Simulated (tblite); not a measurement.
Run record: tight-binding relaxation, `C#CB/C=C/C[O][GeH3]`.

Computed with GFN2-xTB geometry optimisation, gas phase (tblite 0.8.0). Start geometry: from a force field or distance geometry. The input is one job of a driver script: a line of settings, then coordinates in Å.

Command:
```bash
OMP_NUM_THREADS=1 python probes_run.py task.json out
```

Input:
```
{"job": {"kind": "relax", "xc": "GFN2-xTB", "basis": "xTB"}, "charge": 0, "multiplicity": 1}
C      4.128900     1.724700     0.730400
C      3.435200     0.760900     0.494300
B      2.585300    -0.507300     0.228700
C      1.019300    -0.310800     0.076300
C      0.181600    -1.323200    -0.063600
C     -1.276100    -0.976900    -0.192500
O     -1.469000     0.405900    -0.113000
Ge    -3.188500     0.821600    -0.245600
H      4.741300     2.573800     0.927700
H      3.108000    -1.416100    -0.316800
H      0.645600     0.698800     0.120500
H      0.545100    -2.343700    -0.107200
H     -1.693000    -1.429700    -1.087800
H     -1.762800    -1.450300     0.678600
H     -3.352000     1.709000    -1.510300
H     -4.020200    -0.485400    -0.370300
H     -3.635600     1.560800     1.039400
```

Output:
```
step      E/eV     max force
  0    -609.37134    2.399
  1    -609.53369    1.239
  2    -609.64286    2.320
  3    -609.66760    2.936
  4    -609.72760    0.550
  5    -609.74186    0.363
  6    -609.75925    0.548
  7    -609.77707    0.377
  8    -609.78765    0.323
  9    -609.79741    0.242
... (190 lines left out)
200    -609.99893    0.031
201    -609.99905    0.035
202    -609.99921    0.037
203    -609.99932    0.029
204    -609.99940    0.026
205    -609.99947    0.021
206    -609.99954    0.025
207    -609.99961    0.023
208    -609.99966    0.013
209    -609.99968    0.009
```

«max force» is the largest atomic force in eV/Å.

Q: From which step on does the largest force stay under 0.1 eV/Å, and how much energy is left to gain from there?

A: From step 165 (0.068 eV/Å), 8.1 meV above the end.

Main results: energy lowered by 14.5 kcal/mol over 209 steps; largest atomic force 0.009 eV/Å at the end.

The run took 4.6 s wall on one thread, Intel Xeon at 2.50 GHz (x86_64), shared host with 64 logical CPUs at a one-minute load of 63.
Labels such as C1 count atoms from 1, the log's own numbers from 0.
